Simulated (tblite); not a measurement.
Compound: C8H13NO.
Structure used (GFN2-xTB), in Å, numbered top down from 1:
```
atom  x, y, z in Å
C1     1.738   -0.609    1.526
C2     1.087   -0.377    0.394
C3     1.785    0.272   -0.763
N4     2.459    1.399   -0.427
O5     1.766   -0.150   -1.899
C6    -0.354   -0.766    0.181
C7    -0.446   -1.974   -0.757
C8    -1.129    0.406   -0.388
C9    -1.580    1.507    0.524
C10   -2.583    0.561   -0.064
H11    2.779   -0.360    1.654
H12    1.261   -1.097    2.361
H13    2.961    1.896   -1.144
H14    2.449    1.765    0.507
H15   -0.782   -1.037    1.152
H16   -1.489   -2.219   -0.941
H17    0.048   -2.835   -0.314
H18    0.036   -1.744   -1.703
H19   -0.814    0.686   -1.385
H20   -1.557    2.524    0.163
H21   -1.353    1.417    1.576
H22   -3.247    0.929   -0.832
H23   -3.040   -0.167    0.590
```

Method: GFN2-xTB as coded in tblite; computed harmonic values from a numerical Hessian at the method's own geometry, unscaled. Errors from tens to a few hundred cm⁻¹ against measured bands are possible. One conformer, not necessarily the lowest.

Harmonic wavenumbers (cm⁻¹): 38.3, 49.1, 71.4, 128.6, 191.8, 217.6, 228.5, 262.9, 288.0, 306.3, 344.7, 432.5, 448.0, 503.1, 567.5, 652.9, 690.7, 735.3, 754.0, 800.1, 855.3, 862.8, 910.3, 926.7, 989.7, 998.1, 1013.2, 1027.7, 1047.2, 1070.5, 1077.5, 1106.8, 1111.7, 1157.5, 1193.8, 1209.7, 1249.5, 1273.1, 1288.7, 1303.1, 1398.1, 1403.2, 1420.4, 1443.1, 1446.3, 1488.1, 1493.8, 1497.2, 1694.2, 1746.1, 2921.0, 3034.1, 3036.4, 3055.2, 3062.0, 3082.6, 3086.4, 3089.7, 3091.1, 3106.5, 3113.3, 3467.4, 3549.3.

A = 1822, B = 979.6, C = 913.4 MHz; mass 139.100 u (most abundant isotopes); point group C1, symmetry number 1.

Task: What is the zero-point energy?

Result: ½Σν̃ = 42555 cm⁻¹ = 509.07 kJ/mol.

Task: What is S at 350 K and 1 bar for an ideal gas of classical rigid rotors and harmonic oscillators?

Result: Translation 173.74, rotation 126.13, vibration 172.57: S = 472.4 J/(mol K).

Task: And Cp and H(350 K) − H(0)?

Result: Cp = 211.47 J/(mol K), of which vibrations give 178.21 (their classical limit is 63 R = 523.8); H(350 K) − H(0) = 42.76 kJ/mol without the zero-point energy, 31.12 from vibrations.

Task: Blend soft modes into free rotors: weight 1/[1 + (100 cm⁻¹/ν̃)⁴] for the oscillator and the rest for a rotor with moment μB/(μ + B), μ = h/(8π²ν), B = 10⁻⁴⁴ kg m². What vibrational entropy results?

Result: 155.75 J/(mol K) in place of 172.57, which changes −T·S at 350 K by +5.89 kJ/mol.

Task: Which modes carry the vibrational entropy at 350 K?

Result: 38.3 cm⁻¹: 23.69; 49.1 cm⁻¹: 21.63; 71.4 cm⁻¹: 18.54; 128.6 cm⁻¹: 13.71; 191.8 cm⁻¹: 10.50; 217.6 cm⁻¹: 9.51 J/(mol K); the other 57 give 74.98 together.

Task: How do the functions run with temperature in this model?

Result: 
| T (K) | S (J/(mol K)) | Cp (J/(mol K)) | H − H(0) (kJ/mol) | G − H(0) (kJ/mol) | ln q(vib) |
| --- | --- | --- | --- | --- | --- |
| 150 | 343.0 | 110.3 | 10.81 | -40.65 | 3.92 |
| 250 | 410.6 | 159.1 | 24.23 | -78.41 | 7.00 |
| 298.15 | 440.7 | 184.4 | 32.50 | -98.91 | 8.48 |
| 400 | 502.3 | 236.4 | 53.97 | -146.96 | 11.59 |
| 600 | 614.5 | 317.2 | 109.84 | -258.85 | 17.67 |
| 900 | 758.9 | 393.8 | 217.46 | -465.54 | 26.37 |

q(vib) and H(0) count from the zero-point level.

Hindered rotation and anharmonicity are outside this model. Other conformers, if any are populated, would add a mixing term that is left out. The structure is chiral; the term R ln 2 for an equal mix with its mirror image is left out.
